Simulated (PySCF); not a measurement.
H2STe, SMILES S[TeH].

Geometry optimised at PBE-D3(BJ)/def2-TZVP. The def2 effective core potentials stand for the cores of Te; spin–orbit coupling is left out.

The numbers are results of PBE/def2-TZVPD (PySCF), not measurements.

The total energy is -667.25966 hartree, the highest occupied level is -5.65 eV and the lowest empty level comes out as -2.78 eV. The orbital gap is 2.88 eV. The dipole moment is 0.98 D and the quadrupole, principal values (traceless, Buckingham form, about the centre of nuclear charge) is -3.08, -0.47, 3.56 D·Å. The mean static polarisability is 67.3 bohr³ (9.97 Å³). The polarisability, principal values comes out as 58.3, 58.6, 84.9 bohr³.
